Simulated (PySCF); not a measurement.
PySCF input for sulfur trioxide cation (O₃S), SMILES O=S(=O)=O (connectivity only; charge and spin as stated), charge +1, multiplicity 2, PBE/pcH-1. The structure is a stationary point at PBE0-D3(BJ)/def2-TZVP. A frequency run showed that this geometry is not a minimum. The multiplicity is an assumed one; other spin states were not compared.

```python
import numpy as np
from pyscf import gto, scf, dft
from pyscf.prop.hfc import uks as hfc
from pyscf.prop.gtensor import uks as gtensor

mol = gto.M(
    atom='''
    O     1.41888023    0.00000000    0.00000000
    S    -0.00000000   -0.00000000    0.00000000
    O    -0.70944012   -1.22878632    0.00000000
    O    -0.70944011    1.22878633    0.00000000
    ''',
    basis='pcH-1',
    charge=1,
    spin=1,
    max_memory=1600,
    verbose=3,
)
mf = dft.UKS(mol, xc='pbe')
mf.grids.level = 3
mf.conv_tol = 1e-10
mf.max_cycle = 100
mf.kernel()
fine, coarse = mf.grids, dft.Grids(mol).set(level=1).build(with_non0tab=True)
for _ in range(3):  # follow internal instabilities
    mf.grids = coarse
    mo, _, stable, _ = mf.stability(return_status=True, nroots=4)
    mf.grids = fine
    if stable:
        break
    mf.kernel(mf.make_rdm1(mo, mf.mo_occ))
A = hfc.HFC(mf).make_fcdip(mf.make_rdm1())  # Fermi contact and dipolar terms, MHz
print('atom   A(iso)/MHz   principal dipolar parts/MHz')
for i, a in enumerate(A):
    w = np.linalg.eigvalsh((a + a.T) / 2)
    print(f'{mol.atom_symbol(i):2s}{i + 1:3d} {w.mean():12.2f}', (w - w.mean()).round(2))
gt = gtensor.GTensor(mf)
gt.dia_soc2e, gt.para_soc2e, gt.so_eff_charge = None, None, True
gt.max_cycle_cphf = 60
g = gt.kernel()
```

It prints:

```

WARN: HOMO -0.38749788412057 >= LUMO -0.38749788412058

converged SCF energy = -622.941096520922  <S^2> = 0.75389418  2S+1 = 2.0038904
<class 'pyscf.dft.uks.UKS'> wavefunction is stable in the internal stability analysis
atom   A(iso)/MHz   principal dipolar parts/MHz
O   1        -5.22 [-119.82   57.97   61.85]
S   2       -25.93 [-2.48  1.24  1.24]
O   3        -5.22 [-119.82   57.97   61.85]
O   4        -5.22 [-119.82   57.97   61.85]
SOC(1e)/OZ [0.01018252 0.01018243 0.00160079]
free electron g 2.00231930436182
g-tensor total [2.01227776 2.01227767 2.00365019]
g-shift (ppt) [9.95845642 9.95836522 1.33088803]
```

Self-consistency was reached.

Cost: very roughly 17 core-seconds.
